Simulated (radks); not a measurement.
The nuclear charge of neutral germanium is varied continuously with 32 electrons held in [Ar] 3d10 4s2 4p2. Calculated with a radial shooting solver on a logarithmic mesh with Libxc functionals: scalar-relativistic Kohn-Sham, PBE, spin-polarised, spherical densities, finite nucleus; open shells are filled with parallel spins first; Fermi nuclear charge, rms radius 4.0742 fm. By the Hellmann-Feynman theorem dE/dZ = E(electron-nucleus)/Z, the electronic potential at the nucleus (averaged over a nucleus of fixed radius). The scalar-relativistic energy here is not variational (the density holds large components alone), so the two differ by a part that grows with Z.

Z,E (hartree),E(electron-nucleus)/Z (hartree),HOMO,e(HOMO) (eV),<r> HOMO (bohr)
31.8,-2067.32654,-156.736,4p,-2.865,3.032
32,-2098.84784,-158.080,4p,-4.415,2.851
32.2,-2130.63867,-159.422,4p,-6.106,2.703
32.4,-2162.69861,-160.762,4p,-7.926,2.579
32.6,-2195.02736,-162.101,4p,-9.866,2.471
32.8,-2227.62468,-163.439,4p,-11.919,2.377
33,-2260.49038,-164.775,4p,-14.079,2.294

The central difference of E at Z = 32 is -158.280 hartree, to compare with the third column; the second derivative is -6.74 hartree.
